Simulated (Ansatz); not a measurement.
`CN([SiH2]O)[SiH2]F` + `C=N` → `C=N[SiH2]F` + `CN[SiH2]O`  (ligand exchange at the Si–N bond)

Gas-phase electronic energies from Ansatz, PBE0-D4/def2-TZVP geometries. CCSD(T)/CBS is the MP2 limit (def2-TZVPP, def2-QZVPP) plus CCSD(T) − MP2 in def2-TZVPP, frozen cores. This one scheme is used for every species. DFT in def2-TZVPP. B3LYP here is the variant with VWN-RPA as its local correlation; programs differ in this. HSE06 is defined as in plane-wave codes. Each species was taken in one conformer, which may not be the lowest.

`CN([SiH2]O)[SiH2]F`:

Cartesian coordinates in Å:
```
C -0.009 1.546 -0.363
N 0.151 0.092 -0.248
Si 0.756 -0.503 1.257
O -0.223 -0.180 2.537
Si -0.425 -0.889 -1.520
F -2.024 -1.026 -1.501
H 0.835 2.062 0.105
H -0.927 1.897 0.117
H -0.037 1.849 -1.413
H 2.008 0.211 1.593
H 0.954 -1.962 1.073
H -1.086 -0.598 2.556
H -0.099 -0.247 -2.815
H 0.124 -2.253 -1.377
```

`C=N`:

Z-matrix (Å, degrees):
```
C
N 1 1.261
H 1 1.096 2 124.9
H 1 1.092 2 118.8 3 -180.0
H 2 1.021 1 111.0 3 -0.0
```

`C=N[SiH2]F`:

Cartesian coordinates in Å:
```
C 1.355 -0.506 -0.507
N 0.620 -0.231 0.475
Si -0.987 0.369 0.504
F -1.607 0.600 -0.957
H 1.048 -0.392 -1.557
H 2.371 -0.886 -0.347
H -1.831 -0.629 1.195
H -0.970 1.676 1.194
```

`CN[SiH2]O`:

```xyz
11

C     1.493   -0.137   -0.476
N     0.105   -0.516   -0.622
Si   -1.221    0.295    0.077
O    -1.607   -0.059    1.644
H     2.018   -0.703    0.304
H     1.554    0.922   -0.213
H     2.043   -0.267   -1.414
H    -0.025   -1.461   -0.946
H    -2.434   -0.099   -0.672
H    -0.892    1.744   -0.014
H    -1.035    0.281    2.333
```

```csv
level,ΔE (kcal/mol),difference from CCSD(T)/CBS
LDA (SPW92),5.1,-2.0
PBE-D4,5.5,-1.6
revPBE-D4,6.0,-1.1
BLYP-D4,5.4,-1.7
r2SCAN-D4,5.6,-1.5
B97M-V,5.7,-1.4
PBE0-D4,5.9,-1.2
B3LYP-D4,5.6,-1.5
r2SCANh-D4,5.7,-1.4
r2SCAN0-D4,5.8,-1.3
HSE06-D4,5.8,-1.3
BHLYP-D4,5.9,-1.2
CAM-B3LYP-D4,5.4,-1.7
ωB97X-V,6.1,-1.0
ωB97M-V,6.4,-0.7
B2PLYP,5.0,-2.1
PBE-QIDH,6.1,-1.0
PBE,4.2,-2.9
revPBE,3.6,-3.5
r2SCAN,5.2,-1.9
PBE0,4.7,-2.4
B3LYP,3.5,-3.6
r2SCANh,5.3,-1.8
r2SCAN0,5.3,-1.8
HSE06,4.7,-2.4
BHLYP,4.1,-3.0
CAM-B3LYP,4.2,-2.9
LC-ωPBE,5.2,-1.9
RPA@PBE/def2-TZVPP,8.0,0.9
MP2/def2-SVP,7.7,0.6
CCSD(T)/def2-SVP,8.1,1.0
HF/def2-TZVPP,3.8,-3.3
MP2/def2-TZVPP,7.2,0.1
SCS-MP2/def2-TZVPP,6.8,-0.3
CCSD/def2-TZVPP,7.0,-0.1
MP2/def2-QZVPP,7.0,-0.1
SCS-MP2/def2-QZVPP,6.6,-0.5
HF/CBS(def2),3.8,-3.3
MP2/CBS(def2),6.8,-0.3
CCSD/CBS(def2),6.6,-0.5
CCSD(T)/CBS,7.1,0
```

Largest T1 diagnostic among the species: 0.013.

Leaving LDA and LC-ωPBE aside and taking each functional with its dispersion term where it has one, the values spread over 1.3 kcal/mol, from B2PLYP to ωB97M-V. LDA lies +0.9 kcal/mol from PBE without D4. From BLYP to BHLYP (50 % exact exchange), in def2-TZVPP and without D4, ΔE moves by +1.1 kcal/mol. At CCSD(T), def2-SVP lies +1.0 kcal/mol from the extrapolated value and def2-TZVPP +0.4 kcal/mol.
